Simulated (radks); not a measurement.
Spherical jellium clusters: N electrons in a uniform positive sphere of charge N and radius rs N^(1/3), rs = 3.57 bohr. Level of theory: non-relativistic Kohn-Sham, LDA (Slater exchange, Perdew-Wang correlation), spin-polarised, spherical densities (a radial shooting solver with Libxc functionals). Levels are named by radial order and angular momentum (1s, 1p, 1d, 2s, ...), and open shells are averaged over m. Each electron was tried in the lowest free levels, single moves between levels near the top were tried too, and the lowest total energy was kept; such a search can miss a lower state. Energies include the self-energy of the background; IP and EA are vertical (highest electron removed, lowest free level filled), at fixed background; spill-out counts the electrons outside the background radius R, and alpha is the static dipole polarisability from linear response (closed shells only). A dash means not computed or, for alpha, an open shell; in EA it means that no bound solution was reached, which is typical of self-interaction and does not show that the anion is unstable. Real open-shell clusters deform, which this model forbids.

\begin{tabular}{lrrrrrr}
N & open shells & 2S & E(N+1) + E(N-1) - 2E(N) (eV) & IP (eV) & spill-out (e) & alpha/R^3 \\ \hline
1 & 1s(up 1, down 0) & 1 & - & - & 0.42 & - \\
2 & none & 0 & 1.320 & 5.751 & 0.60 & 1.737 \\
3 & 1p(up 1, down 0) & 1 & -0.721 & 4.010 & 0.93 & - \\
4 & 1p(up 2, down 0) & 2 & -0.534 & 4.654 & 1.12 & - \\
5 & 1p(up 3, down 0) & 3 & 0.316 & 5.023 & 1.26 & - \\
6 & 1p(up 3, down 1) & 2 & -0.432 & 4.557 & 1.41 & - \\
7 & 1p(up 3, down 2) & 1 & -0.317 & 4.899 & 1.53 & - \\
8 & none & 0 & 1.461 & 5.126 & 1.63 & 1.500 \\
9 & 1d(up 1, down 0) & 1 & -0.307 & 3.583 & 1.83 & - \\
10 & 1d(up 2, down 0) & 2 & -0.267 & 3.880 & 1.98 & - \\
11 & 1d(up 3, down 0) & 3 & -0.232 & 4.114 & 2.11 & - \\
12 & 1d(up 4, down 0) & 4 & -0.201 & 4.303 & 2.22 & - \\
13 & 1d(up 5, down 0) & 5 & 0.372 & 4.458 & 2.32 & - \\
14 & 1d(up 5, down 1) & 4 & -0.211 & 4.041 & 2.44 & - \\
15 & 1d(up 5, down 2) & 3 & -0.182 & 4.225 & 2.54 & - \\
16 & 1d(up 5, down 3) & 2 & -0.159 & 4.377 & 2.63 & - \\
17 & 1d(up 5, down 4) & 1 & -0.139 & 4.504 & 2.72 & - \\
18 & none & 0 & 0.236 & 4.613 & 2.80 & 1.381 \\
19 & 2s(up 1, down 0) & 1 & 0.209 & 4.346 & 2.98 & - \\
20 & none & 0 & 0.596 & 4.142 & 3.19 & 1.420 \\
21 & 1f(up 1, down 0) & 1 & -0.148 & 3.570 & 3.30 & - \\
22 & 1f(up 2, down 0) & 2 & -0.136 & 3.700 & 3.39 & - \\
23 & 1f(up 3, down 0) & 3 & -0.125 & 3.816 & 3.48 & - \\
24 & 1f(up 4, down 0) & 4 & -0.116 & 3.920 & 3.56 & - \\
25 & 1f(up 5, down 0) & 5 & -0.107 & 4.013 & 3.63 & - \\
26 & 1f(up 6, down 0) & 6 & -0.099 & 4.098 & 3.70 & - \\
27 & 1f(up 7, down 0) & 7 & 0.331 & 4.175 & 3.77 & - \\
28 & 1f(up 7, down 1) & 6 & -0.110 & 3.822 & 3.85 & - \\
29 & 1f(up 7, down 2) & 5 & -0.101 & 3.918 & 3.93 & - \\
30 & 1f(up 7, down 3) & 4 & -0.094 & 4.005 & 4.00 & - \\
31 & 1f(up 7, down 4) & 3 & -0.087 & 4.084 & 4.07 & - \\
32 & 1f(up 7, down 5) & 2 & -0.081 & 4.156 & 4.14 & - \\
33 & 1f(up 7, down 6) & 1 & -0.076 & 4.222 & 4.20 & - \\
34 & none & 0 & - & 4.283 & 4.26 & 1.301 \\
\end{tabular}

All shells are closed at N = 2, 8, 18, 20, 34 (there: 1s2 1p6 1d10 2s2 1f14); the second difference of the energy has clear peaks (12 % above both neighbours; the first and last values, which can be the largest, are not judged, and half-filled shells can peak too) at N = 5, 8, 13, 18, 20, 27.
